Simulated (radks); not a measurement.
The numbers below are computed, except where a source is named.
Excited configurations of the cobalt ion Co3+: one electron is placed in a higher orbital outside [Ar] 3d5. The ground configuration is [Ar] 3d6. Level of theory: scalar-relativistic Kohn-Sham, SCAN, spin-polarised, spherical densities, finite nucleus; open shells are filled with parallel spins first; meta-GGA in the generalised Kohn-Sham scheme; Fermi nuclear charge, rms radius 3.7875 fm (a radial shooting solver on a logarithmic mesh with Libxc functionals). Excitation = E - E(ground); binding = E(ion) - E, where the ion is the core of charge +4; n* = 4/sqrt(2 binding) in atomic units, and the quantum defect is n - n*.

outer orbital  excitation (eV)  binding (eV)     n*  eigenvalue (eV)  <r> (bohr)
5f                      41.673         8.992  4.920           -7.869       7.553
6f                      44.347         6.318  5.870           -5.592       11.52
7p                      43.687         6.978  5.585           -6.317       11.63

The Delta-SCF ionisation energy is 50.665 eV (NIST Atomic Spectra Database: 51.3 eV, semi-empirical). Self-interaction in the functional shifts the binding energies and quantum defects, so they are the method's values and not measured ones. Open shells are spherical and high-spin; term and fine-structure splittings are not resolved.
